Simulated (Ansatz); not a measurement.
CH2GeN2, SMILES `[C-]#[N+][Ge][NH2]` (lower singlet) (charge 0, multiplicity 1). This singlet lies 2.59 eV below the relaxed triplet at the level frozen-core CCSD(T)/cc-pVTZ // PBE0-D3(BJ)/def2-TZVP (Ansatz, a program for electronic structure).

All values below come from PBE/cc-pVTZ // PBE0-D3(BJ)/def2-TZVP in Ansatz.

Ansatz 0.2 input:
```yaml
crystal:
  periodic: [false, false, false]
  atoms:
    - { symbol: C, position_ang: [2.519014, -0.596704, 0.413569] }
    - { symbol: N, position_ang: [1.497671, -0.028624, 0.310679] }
    - { symbol: Ge, position_ang: [0.075356, 1.232848, 0.298752] }
    - { symbol: N, position_ang: [-1.115951, 0.037793, -0.341556] }
    - { symbol: H, position_ang: [-0.898329, -0.923826, -0.554938] }
    - { symbol: H, position_ang: [-2.077762, 0.278513, -0.521066] }
basis:
  gaussian: { orbitals: cc-pVTZ }
hamiltonian:
  xc: pbe
```

Output:

```
Functional definition: PBE
991 factors; their error is unknown
mean field evaluation 1: about -60541.0701 eV, gradient 9.1e1 eV
mean field evaluation 2: about -60465.7012 eV, gradient 1.7e2 eV
mean field evaluation 4: about -60554.8390 eV, gradient 2.6e1 eV
mean field evaluation 8: about -60556.5041 eV, gradient 2.5e-1 eV
mean field evaluation 16: about -60556.4842 eV, gradient 6.9e-5 eV
mean field -60556.48421547 eV, -2225.4097482593 hartree, gradient 6.9e-5 eV, S^2 0.000000; 0 other end points of the search recorded, 0 dependent functions left out
reference -60556.48425171 eV, -2225.4097495911 hartree; 27, 27 occupied and 134, 134 virtual orbitals, 991 factors
Total energy: -60556.48425171 eV, -2225.4097495911 hartree
```
